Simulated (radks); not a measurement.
Values are calculated unless marked as measured or tabulated.
All-electron atom: Hf69+ in [He] 2s1.

Code: a radial shooting solver on a logarithmic mesh with Libxc functionals. Model: non-relativistic Kohn-Sham, LDA (Slater exchange, Perdew-Wang correlation), spin-unpolarised, spherical densities, point nucleus; relativity is left out, which matters for an element this heavy; without spin polarisation the odd electron is poorly described.

Energy parts (Ry):
total: -11503.1325
kinetic: 11502.4364
electron-nucleus: -23165.6146
Hartree: 248.9096
exchange-correlation: -88.8639

Orbitals (lengths in bohr, moments of r in powers of bohr; r(max) is where P^2 peaks):
| orbital | occ. | eigenvalue (Ry) | <1/r> | r(max) |
|---|---|---|---|---|
| 1s | 2 | -5027.625 | 71.61 | 0.01395 |
| 2s | 1 | -1228.361 | 17.65 | 0.07386 |

The highest occupied level is 2s at -16712.7 eV. For comparison, the ionisation energy in NIST's Atomic Spectra Database is 18502.3 eV (theoretical). In exact Kohn-Sham theory the highest level is minus the ionisation energy, but local and semilocal functionals leave it too shallow, through self-interaction and a potential that decays too fast; potentials with the right tail come closer.
